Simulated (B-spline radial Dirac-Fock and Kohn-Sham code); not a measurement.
**Bi⁶⁺: eigenvalues, ΔSCF and the reference**

System: the Bi⁶⁺ ion in the configuration 1s2 2s2 2p6 3s2 3p6 3d10 4s2 4p6 4d10 4f14 5s2 5p6 5d9.

The density-functional columns are spherical, spin-unpolarised Dirac-Kohn-Sham results without Breit or QED terms: −ε is minus the orbital energy of the initial state and ΔSCF the difference of two total energies. The reference in the last column comes from Dirac-Fock (average of configuration) total-energy differences with a finite nucleus, the Breit interaction including its frequency dependence, and self-energy and vacuum-polarisation corrections. All numbers are from a radial atomic solver, in eV; a selection of levels is shown. The Kohn-Sham columns are given as differences from the reference. For the 1s level of heavy atoms much of the gap between ΔSCF and the reference is the Breit and QED part, -514.9 eV here; for other levels the error of the functional can be larger.

| level | PBE −ε − DF | PBE ΔSCF − DF | LDA −ε − DF | LDA ΔSCF − DF | Dirac-Fock |
| --- | --- | --- | --- | --- | --- |
| 1s | -82.2 | +577.6 | -152.2 | +505.2 | 90609.8 |
| 2s | -167.0 | -41.7 | -177.6 | -51.9 | 16481.1 |
| 2p1/2 | -114.2 | +48.0 | -119.2 | +43.2 | 15799.1 |
| 2p3/2 | -140.6 | -7.0 | -143.1 | -9.4 | 13506.1 |
| 3s | -99.1 | -59.8 | -101.8 | -62.4 | 4093.8 |
| 3p1/2 | -80.2 | -37.8 | -81.2 | -38.7 | 3788.8 |
| 3p3/2 | -80.8 | -43.1 | -81.2 | -43.3 | 3270.1 |
| 3d3/2 | -58.4 | -13.3 | -58.1 | -12.9 | 2776.2 |
| 4s | -57.6 | -38.1 | -58.9 | -39.4 | 1032.3 |
| 4p1/2 | -49.5 | -30.0 | -50.0 | -30.5 | 899.4 |
| 4p3/2 | -48.7 | -30.4 | -49.4 | -31.0 | 770.6 |
| 4d3/2 | -36.1 | -17.9 | -36.1 | -17.8 | 554.4 |
| 4f5/2 | -17.3 | +0.5 | -16.8 | +1.0 | 247.5 |
| 4f7/2 | -17.5 | +0.1 | -17.0 | +0.7 | 242.2 |
| 5s | -20.8 | -9.4 | -20.4 | -8.9 | 251.9 |
| 5p1/2 | -16.2 | -5.2 | -15.7 | -4.7 | 203.7 |
| 5p3/2 | -16.2 | -5.8 | -16.0 | -5.6 | 178.6 |
| 5d | -7.9 | +1.2 | -7.6 | +1.5 | 106.0 |

Values without a named source are computed, but for edge energies of neutral atoms, which are taken from tables.
